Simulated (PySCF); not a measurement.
C₅H₉OSi (doublet state).
Z-matrix (Å and degrees, GFN2-xTB geometry), rows numbered from 1:
```
O 
C   1  1.3744
C   2  1.4609  1  121.89
C   3  1.5051  2  110.82  1   159.26
C   4  1.3210  3  119.62  2   115.00
C   5  1.4989  4  119.28  3     1.26
Si  6  1.9033  5  104.82  4     5.57
H   1  0.9641  2  109.03  3   -17.87
H   2  1.0747  1  112.39  3  -157.63
H   3  1.0972  2  109.20  1    38.01
H   4  1.0802  3  117.66  2   -63.19
H   5  1.0810  4  122.37  3  -178.79
H   6  1.0909  5  110.16  4   127.94
H   6  1.0920  5  109.72  4  -115.63
H   7  1.4611  3  111.41  2     6.74
H   7  1.4663  3  112.30  2   132.21
```

The hyperfine couplings belong to this conformer and change with its torsions.

The species is `C1=CC[SiH2][C@H]1[CH]O` [radical].

Method: UKS B3LYP, pcH-1 on C H O Si, non-relativistic, mean-field spin-orbit, GIAO (PySCF 2.14.0). The structure is a single GFN2-xTB conformer in the gas phase; no vibrational or solvent corrections. A GFN2-xTB geometry isn't a minimum of the functional, and hyperfine couplings can be far from their values at a DFT geometry. The SCF solution wasn't tested for stability.

(1) Break the g tensor into its mass correction, gauge correction and orbital-Zeeman/spin–orbit terms.

(2) At 9.596 GHz, how far is the centre of the isotropic spectrum from where a free electron (g = 2.002319) resonates?

(3) How much does each term add to the isotropic shift?

(4) In a frozen sample, at which fields do the three g values resonate at 9.5, 34, 94 and 263 GHz (hyperfine left aside), and which band first spreads them over more than twice a line width of 1.0 mT?

## Answers

(1) 
| Δg (ppm) | 1 | 2 | 3 |
| --- | --- | --- | --- |
| relativistic mass correction | -193 | -193 | -193 |
| gauge correction | -1 | 18 | 26 |
| orbital Zeeman/spin–orbit | 35 | 952 | 1893 |
| total | -159 | 776 | 1726 |

So g = 2.00216, 2.00310, 2.00405 and g_iso = 2.00310; the tensor is rhombic: the two nearest values differ by 50 % of g3 − g1. Axes: g1 points within 15° of the C3–Si7 bond and g2 points within 3° of the O1–C2 bond.

(2) B = hν/(g μB) with μB/h = 13.99624 MHz/mT gives 342.41 mT for the free electron and 342.28 mT at g_iso, 0.13 mT lower.

(3) The orbital-Zeeman/spin–orbit term 960, the mass correction -193 and the gauge correction 14 ppm, for a total of 781 ppm. The orbital-Zeeman/spin–orbit term is the largest in size. The mass correction is the same along every axis, so the anisotropy comes from the other two: their spans along these axes are 27 (gauge) and 1858 ppm (orbital Zeeman/spin–orbit).

(4) 
```
band    GHz  B(g3) mT  B(g2) mT  B(g1) mT  spread mT
   X    9.5    338.69    338.85    339.01       0.32
   Q   34.0   1212.16   1212.73   1213.30       1.14
   W   94.0   3351.27   3352.85   3354.42       3.16
   J  263.0   9376.41   9380.86   9385.24       8.83
```

The spread grows in proportion to the frequency. W band is the first where it exceeds 2.0 mT.

The Mulliken spin populations are largest on C2 (+0.86), O1 (+0.11), Si7 (+0.10) and C3 (-0.07). C2 is the only atom above +0.15. The positive populations add up to 1.12 and the negative ones to -0.12, together 2S = 1. The angles at C2 add up to 355.9°, so it is nearly planar; its axial dipolar tensor and the negative coupling of its proton fit spin in a p orbital normal to that plane.

The HOMO–LUMO gaps are 4.28 eV among the α and 6.28 eV among the β orbitals.
